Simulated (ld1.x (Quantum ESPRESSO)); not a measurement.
Transferability test, TM semilocal potential for Mn (Z = 25)

ld1.x (Quantum ESPRESSO) 7.5 input, shortened:

```
&input
   title='Mn', zed=25., rel=1, dft='PZ', iswitch=3,
   config='[Ar] 3d5 4s1 4p0'
 /
 &inputp
   pseudotype=1, tm=.true., lloc=0,
   nlcc=.true.
 /
3
3P  2  1   6.00   0.00  1.45  1.45  0.0
3D  3  2   5.00   0.00  1.80  1.80  0.0
3S  1  0   2.00   0.00  0.80  0.80  0.0
 &test
   configts(1)='3s2 3p6 3d5 4s1 4p0'
 /
```

Occupied shells without a wave of their own: 4s. They enter only through the test configuration that unscreens the potential, and ld1.x also counts them in the model core charge.

Energies are relative to the spin-unpolarised reference configuration 3s2 3p6 3d5 4s1 4p0; without spin polarisation the order of configurations can differ from experiment. Spin-polarised rows fill each open shell by Hund’s rule, majority spin first.

ld1.x takes every shell without a wave as core, so the model core holds the 4s electrons as well and exchange and correlation see them twice. This cancels in the reference configuration, but the file is broken for other ones, and its errors say nothing about a proper core correction.

| valence configuration | charge | ΔE all-electron (eV) | error AE − PS (meV) |
| --- | --- | --- | --- |
| 3s2 3p6 3d5 4s2 4p0 | 0 | -8.654 | -69 |
| 3s2 3p6 3d5 4s0 4p0 | +2 | 15.877 | -274 |
| 3s2 3p6 3d4 4s0 4p0 | +3 | 48.688 | -548 |
| 3s2 3p6 3d6 4s0 4p0 | +1 | -1.630 | -85 |
| 3s2 3p6 3d5 4s0 4p2 | 0 | -0.572 | -188 |
| 3s2 3p6 3d4 4s2 4p0 | +1 | 4.794 | +84 |
| 3s2 3p6 3d5.5 4s1.5 4p0 | 0 | -9.159 | -69 |
| 3s2 3p6 3d5 4s1 4p0 (spin-polarised) | +1 | -6.108 | +67 |
| 3s2 3p6 3d5 4s2 4p0 (spin-polarised) | 0 | -13.708 | +172 |
